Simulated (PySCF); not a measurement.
Ge(H)2(vinyl)(OH) (C2H6GeO), SMILES C=[CH][GeH2][OH]. Atoms are numbered in the order given.

```xyz
10

Ge     0.3107    -0.2541    -0.3812
O      1.7269    -0.2037     0.7076
C     -1.1062     0.9205     0.2270
C     -2.2409     0.4467     0.7502
H     -0.1684    -1.7099    -0.3034
H      0.7619     0.1378    -1.8067
H      2.1785     0.6462     0.6941
H     -0.9793     2.0069     0.1360
H     -2.4197    -0.6290     0.8641
H     -3.0470     1.1068     1.0908
```
Charge 0, spin multiplicity 1.

Geometry optimised at PBE0-D3(BJ)/def2-SVP. The values are those of a single conformer.

All values below come from PBE/pcSseg-1 (PySCF).

GIAO shieldings, no solvent; atoms listed in one row are averaged. δ = σ(ref) − σ: ⁷³Ge against GeH4 (σ = 1614.4 ppm); ¹⁷O against H2O (σ = 334.3 ppm); ¹³C against TMS (σ = 182.0 ppm); ¹H against TMS (σ = 31.49 ppm), references at their B3LYP-D3(BJ)/def2-TZVP geometries, non-relativistic.

Computed chemical shifts:
```csv
nucleus,atoms,count,δ (ppm)
⁷³Ge,Ge1,1,334.5
¹⁷O,O2,1,24.4
¹³C,C3,1,147.0
¹³C,C4,1,143.3
¹H,H8,1,6.88
¹H,H10,1,6.68
¹H,H9,1,6.43
¹H,H6,1,5.96
¹H,H5,1,5.22
¹H,H7,1,0.07
```
